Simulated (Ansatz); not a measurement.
The molecule BaN, multiplicity 2 (lowest of 2S+1 = 2, 4 at CCSD(T)/def2-TZVPP on PBE0 minima; our sources give no spin for the ground state, which may be another). No spin–orbit coupling.

The constants come from a fifth-degree fit in 1/R (seven points, main isotopes). Runs in def2 and cc sets follow the lowest solution found near the PBE0 minimum.

Run with Ansatz (a first-principles code) with Gaussian orbitals.  In def2 rows elements past Kr take small-core potentials, without spin–orbit coupling.

Q: What bond length and harmonic frequency does SVWN5/def2-TZVPP give?

A: r_e = 1.979 Å, ω_e = 642 cm⁻¹.

Q: What bond length and harmonic frequency does CAM-B3LYP/def2-TZVPP give?

A: r_e = 1.996 Å, ω_e = 644 cm⁻¹.

Q: What bond length and harmonic frequency does wB97X-V/def2-TZVPP give?

A: r_e = 1.988 Å, ω_e = 656 cm⁻¹.
